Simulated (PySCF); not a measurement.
# H₄WO + Br₂ → HW(OH) + 2 HBr

Level: PBE0 in the def2-TZVP basis family, computed in PySCF with density fitting; scalar-relativistic core potentials for atoms from Rb on, none lighter, no spin–orbit coupling; open shells unrestricted.

| species | state and structure | E (Eh) | ZPE (kJ/mol) | H(298 K) − H(0) (kJ/mol) | S° (J/(mol K)) |
| --- | --- | --- | --- | --- | --- |
| H₄WO | singlet, Cs, W–H 1.685 Å (×2), W–H 1.697 Å, W–H 1.772 Å, W–O 1.672 Å; H–W–H 59.4° (×2), H–W–H 110.4° (×2), H–W–H 118.7°, H–W–H 132.1°, H–W–O 99.1° (×2), H–W–O 109.2° | -144.63590 | 84.5 | 12.9 | 280.8 |
| Br₂ | singlet, D∞h, Br–Br 2.281 Å | -5147.70672 | 2.0 | 9.7 | 244.8 |
| HW(OH) | quintet, C1, O–H 0.963 Å, W–H 1.734 Å, W–O 1.895 Å; H–O–W 120.9°, H–W–O 123.4° | -143.38350 | 47.8 | 12.0 | 285.1 |
| HBr | singlet, C∞v, H–Br 1.421 Å | -2574.45811 | 16.0 | 8.7 | 198.5 |

What is the electronic reaction energy?

At PBE0/def2-TZVP, ΔE = 112.6 kJ/mol from the differences of the total energies times 2625.5, uphill. 

Add zero-point, thermal and entropy terms for 298.15 K and 1 bar.

ΔZPE = -6.7 and Δ[H(298) − H(0)] = 6.8 kJ/mol give ΔH° = 112.7 kJ/mol. ΔS° = 156.5 J/(mol K), so ΔG° = 112.7 − 298.15 × (0.1565) = 66 kJ/mol and log₁₀K = -11.6. ΔG° would change sign near 720 K if ΔH° and ΔS° stayed fixed.

Spin–orbit coupling can matter for H₄WO, HW(OH) and is left out. Open d or f shells are single determinants, so the state found may not be the ground state. Only the bonding shown was studied: isomers, or loss of a ligand pair, can lie lower.
